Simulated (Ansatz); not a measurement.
Cr4N4: single points at one geometry.

```yaml
crystal:
  periodic: [false, false, false]
  atoms:
    - {symbol: Cr, position_ang: [0.102292, 1.043342, 0.901605]}
    - {symbol: Cr, position_ang: [-0.328799, -0.152688, -1.096519]}
    - {symbol: Cr, position_ang: [0.881072, -1.164205, 0.135780]}
    - {symbol: Cr, position_ang: [-1.568451, -0.095152, 0.837597]}
    - {symbol: N, position_ang: [-2.067949, -0.452937, -0.733709]}
    - {symbol: N, position_ang: [0.174829, -0.525479, 1.692849]}
    - {symbol: N, position_ang: [1.049681, 1.197210, -0.958163]}
    - {symbol: N, position_ang: [1.757336, 0.149908, -0.779440]}
basis:
  gaussian: {orbitals: def2-TZVP, initial_orbitals: start.molden}
correlation: {method: mp2}
scf: {omitted_lower_state_checks: [starts]}
output: {orbitals: {seedname: orbitals}}
```

The file start.molden holds the orbitals of an earlier run on this structure, at another level or in another basis.

```sh
$ ansatz run in.yaml --threads 4 --pin off --events-out ev --progress --plain --max-ram 6963MiB
```

Shortened log:

```
Functional definition: HF
2491 factors; integrals over basis functions are off by at most 8.4e-4 eV
mean field evaluation 1: about -119447.5699 eV, gradient 4.8e1 eV
mean field evaluation 2: about -119454.5937 eV, gradient 1.2e1 eV
mean field evaluation 4: about -119460.5772 eV, gradient 6.4e0 eV
mean field evaluation 8: about -119462.8413 eV, gradient 4.2e-1 eV
mean field evaluation 16: about -119462.9153 eV, gradient 1.3e-1 eV
mean field -119462.91542075 eV, -4390.1811668402 hartree, gradient 3.4e-6 eV, S^2 0.000000; 0 other end points of the search recorded, 0 dependent functions left out; unrestricted orbitals would lower it
mean field evaluation 32: about -119466.7719 eV, gradient 4.7e0 eV
unrestricted determinant -119468.96432453 eV, -4390.4034599542 hartree, S^2 8.1933
24 core orbitals not correlated: weight in the atoms' cores, before any rotation towards them, 1.000 or more for the frozen orbitals, at most 0.000 for the correlated occupied ones
reference -119462.91542075 eV, -4390.1811668402 hartree; 38, 38 occupied and 242, 242 virtual orbitals, 2491 factors
second order -77.62757549 eV of doubles, -0.00000000 eV of singles
Total energy: -119540.54299624 eV, -4393.0339276214 hartree
Checks for a lower state left out: starts
```

It took 5.2 min on 4 threads of Arm Neoverse V1 on a shared host, peak host memory 2.5 GiB.

The first input with `hamiltonian: {xc: lda}`, `output: {forces: true, orbitals: {seedname: orbitals}}` and without the key `correlation` (abridged; 7.5 s):

```
Functional definition: SPW92
mean field -119361.75003545 eV, -4386.4634075029 hartree, gradient 1.5e-5 eV, S^2 0.000000
Total energy: -119361.75008756 eV, -4386.4634094176 hartree
Atom 0 force     0.183905    -0.900289    -0.394392 eV/Å
Atom 1 force     0.185623     0.290463     0.600683 eV/Å
Atom 2 force    -0.251081     0.788120     0.098152 eV/Å
Atom 3 force     0.634375    -0.139753    -0.428479 eV/Å
Atom 4 force     0.552775     0.141309     0.304818 eV/Å
Atom 5 force    -0.190920     0.443516    -0.802592 eV/Å
Atom 6 force     0.054976    -1.017540     0.357507 eV/Å
Atom 7 force    -1.169652     0.394174     0.264303 eV/Å
Dipole moment:     0.186847    -0.033769     0.358983 e Å
Checks for a lower state left out: starts
```

The first input with `gaussian: {orbitals: STO-3G}`, `hamiltonian: {xc: hf}` and without the key `correlation` (abridged; 6.5 s):

```
Functional definition: HF
mean field evaluation 16: about -118199.2886 eV, gradient 3.3e0 eV
mean field evaluation 32: about -118200.6436 eV, gradient 1.5e-5 eV
mean field -118200.64362727 eV, -4343.7935340284 hartree, gradient 1.6e-5 eV, S^2 0.000000
Total energy: -118200.64362727 eV, -4343.7935340284 hartree
Checks for a lower state left out: starts
```

The first input with `hamiltonian: {xc: r2scan, dispersion: d4}` and without the key `correlation` (abridged; 26 s):

```
Functional definition: r2SCAN
mean field -119641.34445507 eV, -4396.7383129079 hartree, gradient 3.1e-5 eV, S^2 0.000000
Total energy: -119641.46761280 eV, -4396.7428388708 hartree
Checks for a lower state left out: starts
```

As the first input, with `hamiltonian: {xc: pbe, dispersion: d4}` and without the key `correlation` (abridged; 13 s):

```
Functional definition: PBE
mean field -119618.91461901 eV, -4395.9140316363 hartree, gradient 1.8e-5 eV, S^2 0.000000
Total energy: -119619.52420939 eV, -4395.9364336696 hartree
Checks for a lower state left out: starts
```

The first input with `gaussian: {orbitals: def2-SVP, initial_orbitals: start.molden}`, `hamiltonian: {xc: pbe0, dispersion: d4}` and without the key `correlation` (abridged; 14 s):

```
Functional definition: PBE0
mean field -119588.53208215 eV, -4394.7974940006 hartree, gradient 2.5e-5 eV, S^2 0.000000
Total energy: -119589.04716917 eV, -4394.8164230995 hartree
Checks for a lower state left out: starts
```

First input, but with `hamiltonian: {xc: {name: BHLYP}, dispersion: d4}` and without the key `correlation` (abridged; 2 min):

```
Functional definition: BHLYP
mean field evaluation 16: about -119625.8087 eV, gradient 1.4e-3 eV
mean field -119625.80868986 eV, -4396.1673840668 hartree, gradient 1.2e-5 eV, S^2 0.000000
Total energy: -119626.78459702 eV, -4396.2032479935 hartree
Checks for a lower state left out: starts
```

Geometry: PBE-D4/def2-SVP.

Correlated methods freeze 24 core orbitals; core or outer-core shells of Cr are correlated, in sets that lack core-valence functions. At MP2/def2-TZVP the restricted singlet (for correlated methods, its reference) is unstable: a solution with broken spin symmetry lies lower. The restricted singlet is unstable towards broken spin symmetry in Hartree–Fock (as tested in another run); at LDA (SPW92)/def2-TZVP, HF/STO-3G, r2SCAN-D4/def2-TZVP, PBE-D4/def2-TZVP and others this wasn't settled. At PBE0-D4/def2-TZVP a quintet of charge 0 lies 6.96 eV below the restricted singlet, each at its own geometry. That quintet is doubtful there (⟨S²⟩ 11.21, where a pure state has 6.00). The structure comes from a short search, and lower isomers may exist.
